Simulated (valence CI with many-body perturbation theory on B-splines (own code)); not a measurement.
## Energy levels of Ta2+

Computed by relativistic CI+MBPT: three valence electrons over a frozen Dirac-Fock core [Xe] 4f14, a basis of 7 s, 7 p, 8 d, 6 f, 4 g, 1 h functions for each j, with the one-electron correlation potential Σ1, the two-electron term Σ2, the three-electron term Σ3, Breit, model QED; selected CI, second order for the rest, scaled by the run's own slope (own B-spline code, finite nucleus).

No measured spectrum was set against this ion. As an estimate, terms of the open shell hold to 2 to 4 % of their energy, and close levels can change places; different configurations can be misplaced against each other by 1,000 to 8,000 cm⁻¹.

Levels 46 to 90 of 240, with energies above the lowest level, 5d3 4F_3/2. "Leading %" is the weight of the configuration and term that name the level; weights of strongly mixed levels are sums over their largest components and can fall short. In the jj column 3d3/2^4 stands for four electrons in 3d with j = 3/2. Lifetimes count E1, E2, E3, M1 and M2 decay at the calculated energies, and are blank where another channel may lead or the interval is too uncertain; long ones can be off by a factor of two.

| No. | Configuration | Term | J | E (cm⁻¹) | Leading % | Second component | Leading jj | Lifetime |
| --- | --- | --- | --- | --- | --- | --- | --- | --- |
| 46 | 5d2 6p | 4F° | 7/2 | 61022 | 52 | 16 % 5d2 6p 4D° | 5d5/2^2 6p1/2 (37 %) | 1.26 ns |
| 47 | 5d2 6p | 2P° | 3/2 | 61325 | 30 | 18 % 5d2 6p 4D° | 5d3/2 5d5/2 6p1/2 (42 %) | 1.06 ns |
| 48 | 5d2 6p | 2S° | 1/2 | 62321 | 34 | 27 % 5d2 6p 4D° | 5d3/2^2 6p1/2 (33 %) | 1.84 ns |
| 49 | 5d2 6p | 2F° | 7/2 | 62611 | 36 | 22 % 5d2 6p 4D° | 5d3/2 5d5/2 6p3/2 (30 %) | 1.22 ns |
| 50 | 5d2 6p | 4D° | 5/2 | 63404 | 53 | 17 % 5d2 6p 2F° | 5d3/2 5d5/2 6p3/2 (40 %) | 982 ps |
| 51 | 5d2 6p | 4D° | 1/2 | 63825 | 51 | 24 % 5d2 6p 2S° | 5d3/2 5d5/2 6p1/2 (66 %) | 1.70 ns |
| 52 | 5d2 6p | 4F° | 9/2 | 64237 | 38 | 29 % 5d2 6p 4G° | 5d3/2 5d5/2 6p3/2 (76 %) | 1.16 ns |
| 53 | 5d2 6p | 4D° | 3/2 | 64422 | 55 | 9 % 5d2 6p 2D° | 5d3/2 5d5/2 6p3/2 (43 %) | 969 ps |
| 54 | 5d2 6p | 2F° | 5/2 | 65137 | 37 | 26 % 5d2 6p 2D° | 5d3/2 5d5/2 6p3/2 (40 %) | 1.58 ns |
| 55 | 5d2 6p | 2G° | 7/2 | 65333 | 52 | 19 % 5d2 6p 4F° | 5d3/2 5d5/2 6p3/2 (60 %) | 1.14 ns |
| 56 | 5d2 6p | 4D° | 3/2 | 66397 | 27 | 18 % 5d 6s 6p 4F° | 5d3/2 5d5/2 6p1/2 (32 %) | 1.69 ns |
| 57 | 5d2 6p | 4G° | 11/2 | 66453 | 96 |  | 5d5/2^2 6p3/2 (64 %) | 1.51 ns |
| 58 | 5d2 6p | 2F° | 7/2 | 67010 | 40 | 22 % 5d2 6p 4D° | 5d3/2 5d5/2 6p3/2 (46 %) | 1.21 ns |
| 59 | 5d2 6p | 2D° | 5/2 | 67643 | 22 | 15 % 5d 6s 6p 2D° | 5d3/2 5d5/2 6p3/2 (28 %) | 1.29 ns |
| 60 | 5d2 6p | 4D° | 3/2 | 67841 | 39 | 20 % 5d 6s 6p 4F° | 5d3/2 5d5/2 6p3/2 (28 %) | 1.55 ns |
| 61 | 5d2 6p | 4F° | 9/2 | 69197 | 39 | 31 % 5d2 6p 2H° | 5d5/2^2 6p3/2 (43 %) | 1.23 ns |
| 62 | 5d2 6p | 4S° | 3/2 | 69476 | 38 | 36 % 5d 6s 6p 4F° | 5d5/2^2 6p1/2 (32 %) | 1.36 ns |
| 63 | 5d2 6p | 2F° | 5/2 | 69655 | 59 | 7 % 5d2 6p 2D° | 5d3/2 5d5/2 6p3/2 (37 %) | 1.01 ns |
| 64 | 5d2 6p | 2P° | 1/2 | 70097 | 53 | 17 % 5d2 6p 4P° | 5d3/2 5d5/2 6p3/2 (68 %) | 1.04 ns |
| 65 | 5d2 6p | 4P° | 3/2 | 70325 | 24 | 17 % 5d2 6p 2P° | 5d3/2 6s 6p1/2 (31 %) | 1.17 ns |
| 66 | 5d2 6p | 2G° | 7/2 | 70471 | 47 | 21 % 5d2 6p 4D° | 5d3/2 5d5/2 6p3/2 (31 %) | 885 ps |
| 67 | 5d2 6p | 4D° | 5/2 | 70911 | 53 | 12 % 5d 6s 6p 4D° | 5d3/2 5d5/2 6p3/2 (38 %) | 2.07 ns |
| 68 | 5d 6s 6p | 4D° | 1/2 | 71320 | 64 | 17 % 5d2 6p 4D° | 5d3/2 6s 6p1/2 (58 %) | 721 ps |
| 69 | 5d 6s 6p | 4F° | 5/2 | 71813 | 51 | 19 % 5d2 6p 4D° | 5d3/2 6s 6p1/2 (24 %) | 1.52 ns |
| 70 | 5d2 6p | 2P° | 3/2 | 73018 | 22 | 22 % 5d2 6p 4P° | 5d3/2 5d5/2 6p3/2 (33 %) | 1.07 ns |
| 71 | 5d2 6p | 4D° | 7/2 | 73168 | 34 | 24 % 5d2 6p 2F° | 5d3/2 5d5/2 6p3/2 (52 %) | 1.16 ns |
| 72 | 5d2 6p | 2G° | 9/2 | 73299 | 75 | 17 % 5d2 6p 2H° | 5d5/2^2 6p1/2 (39 %) | 900 ps |
| 73 | 5d 6s 6p | 4D° | 3/2 | 73868 | 46 | 31 % 5d2 6p 4P° | 5d3/2 6s 6p3/2 (23 %) | 767 ps |
| 74 | 5d2 6p | 4P° | 1/2 | 73991 | 51 | 18 % 5d2 6p 2S° | 5d3/2 5d5/2 6p3/2 (58 %) | 1.26 ns |
| 75 | 5d2 6p | 4P° | 5/2 | 74718 | 27 | 16 % 5d2 6p 2D° | 5d3/2 5d5/2 6p3/2 (33 %) | 1.44 ns |
| 76 | 5d 6s 6p | 4F° | 7/2 | 75733 | 56 | 9 % 5d 6s 6p 4D° | 5d5/2 6s 6p1/2 (47 %) | 1.09 ns |
| 77 | 5d2 6p | 2D° | 3/2 | 75994 | 57 | 13 % 5d2 6p 2P° | 5d3/2 5d5/2 6p3/2 (48 %) | 1.05 ns |
| 78 | 5d2 6p | 4D° | 7/2 | 76602 | 38 | 19 % 5d2 6p 2F° | 5d5/2^2 6p3/2 (66 %) | 915 ps |
| 79 | 5d2 6p | 2G° | 9/2 | 76731 | 51 | 44 % 5d2 6p 2H° | 5d3/2 5d5/2 6p3/2 (66 %) | 964 ps |
| 80 | 5d2 6p | 2P° | 1/2 | 76791 | 56 | 12 % 5d 6s 6p 4D° | 5d5/2^2 6p3/2 (33 %) | 1.07 ns |
| 81 | 5d 6s 6p | 4D° | 5/2 | 76876 | 53 | 12 % 5d2 6p 4P° | 5d3/2 5d5/2 6p3/2 (30 %) | 777 ps |
| 82 | 5d2 6p | 2D° | 5/2 | 78358 | 38 | 35 % 5d2 6p 4P° | 5d3/2 5d5/2 6p3/2 (44 %) | 1.12 ns |
| 83 | 5d2 6p | 2H° | 11/2 | 79103 | 95 |  | 5d3/2 5d5/2 6p3/2 (63 %) | 1.28 ns |
| 84 | 5d2 6p | 2F° | 7/2 | 79352 | 48 | 14 % 5d2 6p 2G° | 5d3/2 5d5/2 6p3/2 (36 %) | 1.21 ns |
| 85 | 5d2 6p | 2P° | 3/2 | 79806 | 55 | 8 % 5d2 6p 2D° | 5d5/2^2 6p3/2 (42 %) | 1.51 ns |
| 86 | 5d 6s 6p | 4D° | 7/2 | 80333 | 67 | 8 % 5d 6s 6p 4F° | 5d5/2 6s 6p3/2 (51 %) | 817 ps |
| 87 | 5d 6s 6p | 4P° | 5/2 | 80621 | 32 | 23 % 5d2 6p 2F° | 5d3/2 5d5/2 6p3/2 (27 %) | 1.05 ns |
| 88 | 5d 6s 6p | 4P° | 3/2 | 80791 | 69 | 9 % 5d 6s 6p 4D° | 5d3/2 6s 6p3/2 (70 %) | 1.09 ns |
| 89 | 5d2 6p | 2F° | 5/2 | 81223 | 44 | 18 % 5d 6s 6p 4P° | 5d5/2^2 6p3/2 (38 %) | 1.15 ns |
| 90 | 5d 6s 6p | 4P° | 1/2 | 81267 | 86 | 5 % 5d2 6p 4P° | 5d3/2 6s 6p3/2 (84 %) | 1.11 ns |

Names give the largest LS component (configuration and term), which can be under half, so a name can repeat, a term be missing and a line seem to break the LS rules; names also repeat where a configuration has a term twice.

Where two levels of one J and parity lie close, their mixing, g and order are uncertain.
